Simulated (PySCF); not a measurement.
Electron correlation in Ga⁺ (gallium, charge +1)

[Ar] 3d10 4s2, closed-shell 1S. All numbers are calculated (PySCF 2.14, the spin-free X2C one-electron Hamiltonian (Gaussian nucleus), in x2c-SVPall). Frozen: [Ar] 3d10; 2 electrons correlated.

Total MP2 correlation energy: -24.29 mhartree.

Same-spin part 0.00 and opposite-spin part -24.29 mhartree; SCS-MP2 scales them by 1/3 and 6/5 to -29.15 mhartree.

With two correlated electrons CCSD is exact within the correlated space (frozen core and kept virtual orbitals).

```
level  correlation energy (mhartree)
 CCSD                         -35.89
```

Diagnostics: T1 = 0.0066, D1 = 0.0093, largest double amplitude 0.099.

Cost of the coupled-cluster step: 0.06 s of wall time on 1 thread of Neoverse-V1 (shared host), for 2 correlated electrons.
